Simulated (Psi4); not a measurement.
Conformational energy of C2H5BSe, SMILES B/C=C\[SeH]. Scanned: dihedral C2–C3–Se4–H9; all other coordinates were relaxed at B3LYP-D3(BJ)/def2-SVP. Points at φ and −φ are mirror images.

Geometry of the scan point at 0° (Å):
```
9

B      1.3920     0.1618     0.0228
C      0.1991    -0.7806    -0.1299
C     -1.1249    -0.4655    -0.0740
Se    -1.9936     1.1840     0.2025
H      2.5197    -0.2622    -0.0497
H      1.2445     1.3467     0.2182
H      0.3860    -1.8478    -0.3074
H     -1.8837    -1.2478    -0.2018
H     -0.7634     1.9867     0.3327
```

Method: DF-MP2 (frozen core)/cc-pVTZ // B3LYP-D3(BJ)/def2-SVP (Psi4 1.11).

Scanned values (°): -150, -120, -90, -60, -30, 0, 30, 60, 90, 120, 150, 180.

Locate the minima and the barriers on this grid.

Lower than their neighbours: 0° (0.011 eV), 180° (0.000 eV). Higher than their neighbours: -90° (0.270 eV), 90° (0.270 eV). The whole profile spans 0.270 eV.
